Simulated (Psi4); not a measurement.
Torsional profile of SMILES [SiH2]([SiH2]C#C)Br, singlet. Scanned: dihedral C2–Si3–Si4–Br5; all other coordinates were relaxed at B3LYP-D3(BJ)/def2-SVP. Points at φ and −φ are mirror images.

Geometry of the scan point at 120° (Å):
```
10

C      2.5556    -1.1977     0.1882
C      1.6938    -0.3756    -0.0642
Si     0.3512     0.8231    -0.4170
Si    -1.6862    -0.1041     0.3448
Br    -2.5678     1.2639     1.9028
H      3.3196    -1.9203     0.4111
H      0.2829     1.0696    -1.8864
H      0.6140     2.1072     0.2885
H     -2.6805    -0.2353    -0.7573
H     -1.4693    -1.4376     0.9696
```

Calculation: DF-MP2 (frozen core)/cc-pVTZ // B3LYP-D3(BJ)/def2-SVP run with Psi4.

Scanned values (°): -150, -120, -90, -60, -30, 0, 30, 60, 90, 120, 150, 180.

Problem. Locate the minima and the barriers on this grid.

Solution. Lower than their neighbours: -60° (0.69 kJ/mol), 60° (0.69 kJ/mol), 180° (0.00 kJ/mol). Higher than their neighbours: -120° (5.71 kJ/mol), 0° (6.31 kJ/mol), 120° (5.71 kJ/mol). The whole profile spans 6.31 kJ/mol.
